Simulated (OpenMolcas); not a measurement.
Co7+: effect of the active space

```json
{
 "Program": "OpenMolcas 26.06",
 "Method": "XMS-CASPT2, IPEA 0.25 Eh, imaginary shift 0.1 Eh",
 "Basis": "ANO-RCC-VTZP",
 "Scalar Hamiltonian": "DKH2, point nucleus",
 "Spin-orbit coupling": "state interaction with AMFI integrals over the reference wave functions, term energies averaged over their components"
}
```

A. 2 electrons in 5 orbitals (3d); 2S+1 = 3 even, 10 roots; 2S+1 = 1 even, 15 roots; closed shells correlated: 3s 3p; CASPT2 step roughly 2.3 core-seconds
B. 2 electrons in 10 orbitals (3d 4d); 2S+1 = 3 even, 10 roots; 2S+1 = 1 even, 15 roots; closed shells correlated: 3s 3p; CASPT2 step about 70 core-seconds

Energies in cm⁻¹ above 3d² ³F₂, the measured ground level; measured values from Sugar and Corliss, J. Phys. Chem. Ref. Data 10, 1097 (1981).

```csv
Level,A,B,Measured
3d² ³F₂,0.0,0.0,0.0
3d² ³F₃,1380,1381,1430
3d² ³F₄,3080,3080,3144
3d² ¹D₂,20240,20410,19624
3d² ³P₀,23090,23120,22304
3d² ³P₁,23600,23630,22839
3d² ³P₂,24830,24860,24055
3d² ¹G₄,33180,33250,32360
3d² ¹S₀,77680,77960,74247
```

Deviations, from unrounded energies. A percentage is the sum of absolute deviations over the sum of measured energies, with the sign that they share, or ± where signs differ.

| Against measurement | Levels | A | B |
| --- | --- | --- | --- |
| mean absolute deviation (cm-1) | 8 | 910 | 990 |
| fine structure of the ground term (%) | 2 | -2.5 | -2.4 |
| other terms of the ground configuration (%) | 6 | +3.7 | +4.0 |

A lies closest to measurement on these levels. The largest miss of A in the table is 3d² ¹S₀, by +3400 cm-1. The ranking rests on the paired levels alone, and a cruder setting can come out closer through cancelling errors.

The two smallest mean deviations differ by little beside CASPT2's spread within terms, so their order carries little weight.

Between A and B the level of the table that moves most is 3d² ¹S₀, by 270 cm-1 (lowest in A, highest in B). Moves below CASPT2's spread within the term are not significant.

CASPT2 breaks the degeneracy within a term, and the mean is taken; among the terms shown or strongly mixed into the levels shown the widest spread is 940 cm-1 (3d² ³F, A). Active for correlation alone: 4d; no level in the range computed is led by a configuration that fills it, so any true level of that kind is missing (holds for B). Measured partners are found by configuration, term and J. A level has none where our copy of the source lacks it or the pairing is in doubt (some pairs that miss far off the trend of their configuration count as doubtful), and it then counts in no deviation. Only configurations of the active space appear.
